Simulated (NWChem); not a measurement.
The numbers come from NWChem runs, not from measurements. System: CH3ClOSW, charge 0, spin multiplicity 1, at a geometry optimised with PBE0/def2-SVP with def2 effective core potentials on W. The structure started from a generated list of species. Level: RHF/def2-TZVP with def2 effective core potentials on W.

The NWChem input:

```
start mol
memory heap 200 mb stack 800 mb global 1000 mb
geometry units angstroms nocenter noautoz noautosym
  W      0.074502     0.125129    -0.073903
  O      1.348751     0.727287    -1.009425
  S      0.827136    -0.395634     1.848430
  Cl    -1.114240    -1.529482    -1.095091
  C     -1.104557     1.816957     0.271667
  H     -0.531161     2.641642     0.721737
  H     -1.942087     1.557850     0.940530
  H     -1.494661     2.152270    -0.706404
end
basis spherical
  * library def2-tzvp
end
ecp
  W library def2-ecp
end
scf
  rhf
  nopen 0
  maxiter 100
  thresh 1e-7
  semidirect memsize 60000000 filesize 0
end
task scf energy
```

NWChem printed:

```
             Northwest Computational Chemistry Package (NWChem) 7.3.0
             --------------------------------------------------------

                                NWChem Input Module
                                -------------------

 Scaling coordinates for geometry "geometry" by  1.889725989
 (inverse scale =  0.529177249)

                             Geometry "geometry" -> ""
                             -------------------------

 Output coordinates in angstroms (scale by  1.889725989 to convert to a.u.)

  No.       Tag          Charge          X              Y              Z
 ---- ---------------- ---------- -------------- -------------- --------------
    1 W                   74.0000     0.07450200     0.12512900    -0.07390300
    2 O                    8.0000     1.34875100     0.72728700    -1.00942500
    3 S                   16.0000     0.82713600    -0.39563400     1.84843000
    4 Cl                  17.0000    -1.11424000    -1.52948200    -1.09509100
    5 C                    6.0000    -1.10455700     1.81695700     0.27166700
    6 H                    1.0000    -0.53116100     2.64164200     0.72173700
    7 H                    1.0000    -1.94208700     1.55785000     0.94053000
    8 H                    1.0000    -1.49466100     2.15227000    -0.70640400

 Effective nuclear repulsion energy (a.u.)    1075.5473136418

            Nuclear Dipole moment (a.u.)
            ----------------------------
        X                 Y               Z
 ---------------- ---------------- ----------------
     0.0000018897     0.0000151178    -0.0000453534


 Summary of "ao basis" -> "" (spherical)
 ------------------------------------------------------------------------------
       Tag                 Description            Shells   Functions and Types
 ---------------- ------------------------------  ------  ---------------------
 *                         def2-tzvp                  on all atoms

 Summary of "ao basis" -> "ao basis" (spherical)
 ------------------------------------------------------------------------------
       Tag                 Description            Shells   Functions and Types
[...]
              MO Center= -1.1D-01,  7.1D-02,  9.4D-02, r^2= 3.4D+00
   Bfn.  Coefficient  Atom+Function         Bfn.  Coefficient  Atom+Function
  ----- ------------  ---------------      ----- ------------  ---------------
    23      0.346974  1 W  d  2              20     -0.270606  1 W  d -1
    91      0.256155  3 S  pz               126      0.239131  4 Cl px
    16     -0.233834  1 W  px                28      0.226804  1 W  d  2
    22     -0.220765  1 W  d  1             179      0.193585  6 H  s
    33      0.191967  1 W  d  2              25     -0.166757  1 W  d -1

 Vector   34  Occ=0.000000D+00  E= 2.907986D-02
              MO Center=  1.9D-01, -1.1D-01,  4.6D-01, r^2= 3.5D+00
   Bfn.  Coefficient  Atom+Function         Bfn.  Coefficient  Atom+Function
  ----- ------------  ---------------      ----- ------------  ---------------
    90      0.477413  3 S  py                20     -0.323505  1 W  d -1
    23     -0.292097  1 W  d  2             150     -0.289754  5 C  s
    21     -0.242766  1 W  d  0              25     -0.211854  1 W  d -1
    87      0.208820  3 S  py               127      0.203633  4 Cl py
    28     -0.192673  1 W  d  2              30     -0.176031  1 W  d -1

 Vector   35  Occ=0.000000D+00  E= 7.631578D-02
              MO Center= -4.1D-01,  4.5D-01,  1.5D-01, r^2= 7.1D+00
   Bfn.  Coefficient  Atom+Function         Bfn.  Coefficient  Atom+Function
  ----- ------------  ---------------      ----- ------------  ---------------
   150      2.760335  5 C  s                  6     -2.038258  1 W  s
    16      0.876875  1 W  px                17     -0.768830  1 W  py
   158     -0.552762  5 C  py               179     -0.396285  6 H  s
    18     -0.389935  1 W  pz                29      0.367846  1 W  d -2
   191     -0.346052  8 H  s                157      0.343457  5 C  px

 center of mass
 --------------
 x =   0.03690686 y =  -0.02197352 z =  -0.03159116

 moments of inertia (a.u.)
 ------------------
        1153.726723995581        -124.315270821880        -228.868510328908
        -124.315270821880        1026.608358964518        -105.273697748814
        -228.868510328908        -105.273697748814         957.581025952438

  Mulliken analysis of the total density
  --------------------------------------

    Atom       Charge   Shell Charges
 -----------   ------   -------------------------------------------------------
    1 W   14    12.46   0.02 -0.37  1.71  0.66  0.52  0.01  2.32  3.08  0.80  0.17  1.78  1.43  0.18  0.15
    2 O    8     8.58   0.79  1.18  0.59  0.99  0.36  1.77  2.00  0.86  0.00  0.03  0.00
    3 S   16    16.40   2.01  0.49  1.48  1.06  0.87  4.18  1.69  0.86  2.40  1.29  0.02  0.06  0.01
    4 Cl  17    17.39   2.01  0.45  1.52  1.08  0.91  4.18  1.69  1.06  2.93  1.53  0.01  0.03  0.00
    5 C    6     6.67   0.85  1.12  0.46  0.75  0.09  1.24  1.57  0.53  0.01  0.03  0.00
    6 H    1     0.82   0.25  0.47  0.07  0.02
    7 H    1     0.83   0.26  0.47  0.08  0.02
    8 H    1     0.84   0.26  0.47  0.09  0.02

       Multipole analysis of the density wrt the origin
       ------------------------------------------------

     L   x y z        total         open         nuclear
     -   - - -        -----         ----         -------
     0   0 0 0      0.000000      0.000000     64.000000

     1   1 0 0     -1.110928      0.000000     -8.447300
     1   0 1 0      0.445465      0.000000    -14.187556
     1   0 0 1     -0.004600      0.000000      8.379340

     2   2 0 0    -48.703416      0.000000    215.304291
     2   1 1 0     -2.691225      0.000000     42.947402
     2   1 0 1      0.622977      0.000000    111.711524
     2   0 2 0    -45.741618      0.000000    287.717019
     2   0 1 1      1.103209      0.000000     55.648949
     2   0 0 2    -49.161776      0.000000    305.787407

 Task  times  cpu:      305.1s     wall:      305.1s

 Total times  cpu:      305.1s     wall:      305.1s
```
